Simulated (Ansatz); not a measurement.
A nudged elastic band was laid between two geometries of C2H5NSi (9 atoms, charge 0, multiplicity 1).

Level of theory: Ansatz 0.2.0, RKS revPBE/def2-SVP.

```json
{"movable images": "7", "climbing image": "yes", "spring": "5.0 eV/Å²", "optimiser": "quadratic models (default)", "start path": "through a guess of the saddle point", "force threshold": "0.05 eV/Å", "iteration limit": "60", "end points": "relaxed"}
```

Image 0:

```xyz
9
Properties=species:S:1:pos:R:3
C -1.265 0.729 -0.556
Si 0.014 -0.691 -0.788
C 1.044 -0.774 0.711
N 1.566 -1.261 1.709
H -1.830 0.590 0.388
H -1.995 0.688 -1.390
H -0.797 1.734 -0.551
H 1.045 -0.293 -1.824
H 2.219 -0.721 2.300
```

Image 8:

```xyz
9
Properties=species:S:1:pos:R:3
C -1.111 0.668 -0.407
Si 0.087 -0.821 -0.642
C 1.086 -0.994 1.056
N 1.373 -1.443 2.133
H -1.873 0.443 0.367
H -1.646 0.798 -1.373
H -0.624 1.634 -0.168
H 1.223 -0.259 -1.497
H 1.485 -0.026 0.529
```

(1) Which bonds break or form, and what moves?

(2) What energy profile does the band end with?

(3) What is the geometry of the highest image?

(4) What are the harmonic wavenumbers there?

The band took 24 iterations and of the order of 4 core-minutes.

Results:

(1) Bonds broken: N4–H9. Bonds formed: C3–H9.

(2) The run converged. The highest image is number 5 of 0 to 8, 1.71 eV above the first end and 0.79 eV above the last; the last end lies 0.91 eV above the first. A vibrational analysis at the climbing image gives one clearly imaginary mode, 1248i cm⁻¹: a first-order saddle point. The orbitals stay closed-shell, which can raise the energy where a bond breaks towards radicals; this wasn't checked here.

| image | path coordinate (Å) | energy (eV) | N4–H9 (Å) | C3–H9 (Å) |
| --- | --- | --- | --- | --- |
| 0 | 0.00 | 0.00 | 1.03 | 1.98 |
| 1 | 0.39 | 0.01 | 1.03 | 1.97 |
| 2 | 0.78 | 0.09 | 1.03 | 1.91 |
| 3 | 1.17 | 0.33 | 1.04 | 1.77 |
| 4 | 1.56 | 0.95 | 1.09 | 1.49 |
| 5 | 1.95 | 1.71 | 1.41 | 1.19 |
| 6 | 2.30 | 1.30 | 1.79 | 1.13 |
| 7 | 2.65 | 0.96 | 2.07 | 1.15 |
| 8 | 3.00 | 0.91 | 2.14 | 1.17 |

(3) 
```xyz
9
Properties=species:S:1:pos:R:3:forces:R:3
C -1.150 0.681 -0.447 0.00 0.00 0.00
Si 0.001 -0.843 -0.765 0.00 0.00 0.00
C 0.992 -1.000 0.863 0.00 0.00 0.00
N 1.536 -1.361 1.910 0.00 0.00 0.00
H -1.871 0.470 0.369 0.00 0.00 0.00
H -1.743 0.837 -1.374 0.00 0.00 0.00
H -0.618 1.628 -0.226 0.00 0.00 0.00
H 1.161 -0.291 -1.593 0.00 0.00 0.00
H 1.692 -0.122 1.264 0.00 0.00 0.00
```

(4) 1248i, 119, 137, 258, 328, 398, 461, 567, 624, 690, 745, 867, 1208, 1391, 1394, 1815, 2043, 2630, 2970, 3062, 3079 cm⁻¹.

The run took 2.3 min on 2 threads of AMD EPYC 7R43 64-Core Processor (Zen 3), on a shared host, peak memory 0.17 GiB.
